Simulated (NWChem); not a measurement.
# chlorobenzene (C$_{6}$H$_{5}$Cl); SMILES c1cccc(Cl)c1

```xyz
12

Cl     0.0000     0.0000    -2.2509
C      0.0000     0.0000    -0.5167
C      0.0000     1.2138     0.1700
C      0.0000     1.2057     1.5635
C      0.0000     0.0000     2.2639
C      0.0000    -1.2057     1.5635
C      0.0000    -1.2138     0.1700
H      0.0000     2.1511    -0.3891
H      0.0000     2.1551     2.1047
H      0.0000     0.0000     3.3562
H      0.0000    -2.1551     2.1047
H      0.0000    -2.1511    -0.3891
```
Atoms are numbered in this order, from 1.

Program: NWChem. Pople sets run with spherical d functions. Geometry: optimised at PBE0/def2-SVP. B3LYP is NWChem's, with the RPA form of VWN correlation. GIAO values for the isolated, static molecule; σ is the absolute isotropic shielding, δ = σ(reference) − σ with the isolated reference molecule computed at the same levels (13C: tetramethylsilane, 1H: tetramethylsilane).

For level B3LYP/6-31G*:

| Item | Value |
|---|---|
| σ Cl1 (ppm) | 739.5 |
| δ C3 (ppm) | 121.6 |
| δ C4 (ppm) | 121.3 |
| δ C5 (ppm) | 118.2 |
| δ H8 (ppm) | 6.99 |
| δ H9 (ppm) | 7.06 |

Question: Estimate the same quantities for level Hartree-Fock/6-31G*.

Answer: The σ Cl1 (ppm) is 839.5, the δ C3 (ppm) is 127.9 and the δ C4 (ppm) is 127.4. The δ C5 (ppm) is 125.1, the δ H8 (ppm) is 7.42 and the δ H9 (ppm) is 7.44.
